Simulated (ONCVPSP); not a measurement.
# Before and after: ONCV potential for Se

Se, optimised norm-conserving Vanderbilt (ONCV), made with ONCVPSP 4.0.1 (BLYP, scalar-relativistic). Core [Ar] 3d10, reference 4s2 4p2.5 (charge +1.5). Waves: 4s: rc 1.50 bohr, ncon 4, nbas 7, qcut 3.8 1/bohr, 1 projector; 4p: rc 1.45 bohr, ncon 4, nbas 7, qcut 6.1 1/bohr, local; d scattering state at 0.37 Ha: rc 1.55 bohr, ncon 4, nbas 7, qcut 7 1/bohr, 2 projectors, debl 2.2 Ha. Local part: the p channel. Core correction: polynomial model core, fcfact 0.4.

Change: core correction polynomial model core, fcfact 1.1.

Cutoffs: the cutoffs (Ha) at which the residual kinetic energy of the hardest occupied pseudo-wave falls to 1 and 0.1 mHa per electron; they do not see the model core or the augmentation charge, which bear on the density cutoff. Errors are all-electron minus pseudo energies relative to the spin-unpolarised reference configuration.

**Question.** What does the change do?

**Answer.** The potential gets neither clearly harder nor softer (39 Ha and 51 Ha → 39 Ha and 51 Ha); both files keep a bound ghost (d); of the 4 tests that both files solve, the error grows in 0 and shrinks in 1 by more than 15 % and 0.3 meV (median size 2.0 → 2.0 meV). A model core, the more so a compact one, raises the density cutoff, which this test does not measure.

| quantity | base | changed |
| --- | --- | --- |
| cutoff, loose | 39 Ha | 39 Ha |
| cutoff, tight | 51 Ha | 51 Ha |
| bound ghosts | d | d |
| GHOST(+) flags under 300 eV | none | none |
| error for 4s2 4p4, meV [ΔE -19.56 eV] | +1.1 | +0.7 |
| error for 4s2 4p3, meV [ΔE -8.85 eV] | +0.8 | +0.7 |
| error for 4s2 4p2, meV [ΔE 11.38 eV] | -3.0 | -3.2 |
| error for 4s1 4p4, meV [ΔE 2.73 eV] | -2.9 | -3.3 |
| s: phases at 1.52 bohr within 0.05 rad from the reference energy up to (Ha; the scan ends near 5) | 3.4 | 3.4 |
| p: phases at 1.47 bohr within 0.05 rad from the reference energy up to (Ha; the scan ends near 5) | 3.3 | 3.3 |
| d: phases at 1.57 bohr within 0.05 rad from the reference energy up to (Ha; the scan ends near 5) | to the end of the scan | to the end of the scan |
| rms error of d²Exc/dni dnj with the model core, mHa | 0.89 | 0.33 |

 A true bound ghost makes a file unfit for plane-wave use even where its test errors are small: the radial tests pick states by their node count and pass the ghost by.
